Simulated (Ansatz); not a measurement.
A nudged elastic band was laid between two geometries of C₂H₂FSi (6 atoms, charge 1, multiplicity 1).

Level of theory: UKS PBE0/6-31G (Ansatz 0.2.0).

```json
{
  "movable images": "9",
  "climbing image": "yes",
  "spring": "5.0 eV/Å²",
  "optimiser": "quadratic models (default)",
  "start path": "through a guess of the saddle point",
  "force threshold": "0.05 eV/Å",
  "iteration limit": "60",
  "end points": "relaxed"
}
```

First end point:

```xyz
6
Properties=species:S:1:pos:R:3
F 1.370 0.159 0.867
C 0.156 0.502 0.224
C -0.433 -0.630 -0.425
Si -0.901 -2.269 -1.132
H 0.350 1.311 -0.506
H -0.541 0.928 0.971
```

Last end point:

```xyz
6
Properties=species:S:1:pos:R:3
F 0.963 -0.524 1.329
C 0.288 0.366 0.555
C -0.349 -0.067 -0.558
Si -0.365 -1.830 -1.112
H -0.880 0.677 -1.155
H 0.342 1.378 0.941
```

Which bonds break or form, and what moves?

Bonds broken: C2–H5. Bonds formed: C3–H5.

What energy profile does the band end with?

The run converged. The highest image is number 2 of 0 to 10, 28.6 kJ/mol above the first end and 298.4 kJ/mol above the last; the last end lies 269.9 kJ/mol below the first. A vibrational analysis at the climbing image gives one clearly imaginary mode, 1085i cm⁻¹: a first-order saddle point. Limits of this set-up: no polarisation functions, the dipole of an ion depends on the origin.

```csv
image,path coordinate (Å),energy (kJ/mol),C2–H5 (Å),C3–H5 (Å)
0,0.00,0.0,1.11,2.09
1,0.37,5.5,1.11,1.99
2,0.73,28.6,1.19,1.65
3,1.03,-2.1,1.35,1.35
4,1.34,-59.7,1.58,1.18
5,1.64,-121.0,1.78,1.12
6,1.94,-178.3,1.91,1.10
7,2.24,-220.8,2.00,1.10
8,2.54,-248.5,2.04,1.10
9,2.84,-264.6,2.07,1.10
10,3.14,-269.9,2.09,1.09
```

What is the geometry of the highest image?


```xyz
6
Properties=species:S:1:pos:R:3:forces:R:3
F 1.418 0.314 0.954 0.02 0.00 0.01
C 0.147 0.401 0.413 -0.03 -0.01 -0.01
C -0.376 -0.633 -0.333 0.01 0.01 0.00
Si -0.905 -2.061 -1.341 0.00 0.00 0.00
H 0.190 0.881 -0.677 0.00 0.00 0.00
H -0.475 1.099 0.985 0.00 0.00 0.00
```

What are the harmonic wavenumbers there?

1085i, 117, 233, 485, 694, 917, 1087, 1204, 1326, 1521, 2376, 3131 cm⁻¹.

Time of the run: 5 min on 1 thread of Arm Neoverse V1 (shared host), peak memory 0.14 GiB.
